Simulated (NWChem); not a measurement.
C₃H₁₀Si; SMILES C[SiH](C)C

Program: NWChem. Pople sets run with spherical d functions. Structure relaxed at the PBE0/def2-SVP level. Static field.

Question: Taking Hartree-Fock/def2-SVPD as the yardstick, which of these has the fewest basis functions while keeping “isotropic polarisability (bohr³)” within 2 % of it: Hartree-Fock/6-31G*; Hartree-Fock/def2-SVP; Hartree-Fock/6-31+G*?

Answer: none of them.
| level | basis functions | isotropic polarisability (bohr³) | relative time (rough) |
|---|---|---|---|
| Hartree-Fock/6-31G* | 80 | 51.4 | 1 |
| Hartree-Fock/6-31+G* | 96 | 56.5 | 1 |
| Hartree-Fock/def2-SVP | 110 | 54.4 | 1 |
| Hartree-Fock/def2-SVPD | 164 | 61.6 | 5 |

The yardstick is one finite set, not the basis-set limit.
